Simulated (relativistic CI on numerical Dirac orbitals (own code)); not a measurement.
Hyperfine structure of Tl²⁴⁺, mass number 203

Computed by Dirac-Coulomb-Breit CI, separate exchange-only KLI orbitals for each configuration, model QED, unscaled Slater integrals (own radial code, finite nucleus).

Configurations in the expansion (outside the closed core [Ar] 3d10): 4s2 4p6 4d10 4f11, 4s2 4p6 4d10 4f10 5s, 4s2 4p6 4d10 4f9 5s2, 4s2 4p6 4d10 4f10 5p, 4s2 4p6 4d9 4f12, 4s2 4p6 4d8 4f13, 4s2 4p6 4d10 4f10 5d, 4s2 4p5 4d10 4f12, 4s2 4p6 4d10 4f10 6s, 4s2 4p4 4d10 4f13, 4p6 4d10 4f13, 4s 4p6 4d9 4f13, 4s 4p6 4d10 4f11 5s, 4s 4p6 4d10 4f11 6s. Levels of other configurations are missing.

Nuclear spin I = 1/2, μ = 1.616 μN (tables of Stone and Pyykkö). The electronic factors are computed for point nuclear moments, without core polarisation or the Bohr-Weisskopf and QED corrections.

```json
{"Level": "4s2 4p6 4d10 4f11 4I°_15/2", "E (cm⁻¹)": "0.0", "A (MHz)": "9612"}
{"Level": "4s2 4p6 4d10 4f11 2H°_11/2", "E (cm⁻¹)": "32661.2", "A (MHz)": "10210"}
{"Level": "4s2 4p6 4d10 4f11 4I°_13/2", "E (cm⁻¹)": "33856.2", "A (MHz)": "11060"}
{"Level": "4s2 4p6 4d10 4f11 4I°_11/2", "E (cm⁻¹)": "63495.7", "A (MHz)": "10900"}
{"Level": "4s2 4p6 4d10 4f11 4F°_7/2", "E (cm⁻¹)": "66619.4", "A (MHz)": "9845"}
{"Level": "4s2 4p6 4d10 4f11 2K°_15/2", "E (cm⁻¹)": "78374.1", "A (MHz)": "11300"}
{"Level": "4s2 4p6 4d10 4f11 4G°_9/2", "E (cm⁻¹)": "80883.2", "A (MHz)": "9469"}
```

Levels with J = 0, under 50 % of one LS term, or S terms without an open s electron are left out. Small factors come from cancelling terms and can be off by tens of per cent or more.

At this charge transitions that keep the count of f electrons are usually good to a few per cent. Terms inside the open d or f shell come out 10 to 20 % too wide with unscaled integrals. Levels that differ in their count of f electrons can be misplaced by several ten thousand cm⁻¹, since the correlation energy of f electrons is missing or only estimated; rates across such gaps can be off by orders of magnitude.

**Question.** Give the hyperfine levels of 4s2 4p6 4d10 4f11 4I°_15/2 relative to its centre of gravity.

**Answer.** With K = F(F + 1) − I(I + 1) − J(J + 1), E = AK/2: F = 7: -40850, F = 8: 36050 MHz.

LS names give the leading component of a level, which can be under half, so a name can repeat, a term be missing and a line seem to break the LS rules.
